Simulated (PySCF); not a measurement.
A structure optimised at PBE-D3(BJ)/def2-SVP, used in a PySCF frequency run:

```xyz
9

C     -0.1756    -1.8994     0.0000
C      0.1534    -0.6292     0.0000
C      0.4986     0.6877     0.0000
C     -0.3863     1.7749     0.0000
H     -0.3236    -2.4675     0.9395
H     -0.3236    -2.4675    -0.9395
H      1.5844     0.9060     0.0000
H     -1.4752     1.6211     0.0000
H     -0.0026     2.8046     0.0000
```
Charge 0, spin multiplicity 2.

Task: Write its SMILES, formula and point group.

Result: C=[C]C=C, C₄H₅, Cs

Task: What are its rotational constants (standard atomic weights)?

Result: 41.641, 4.3171, 4.0224 GHz
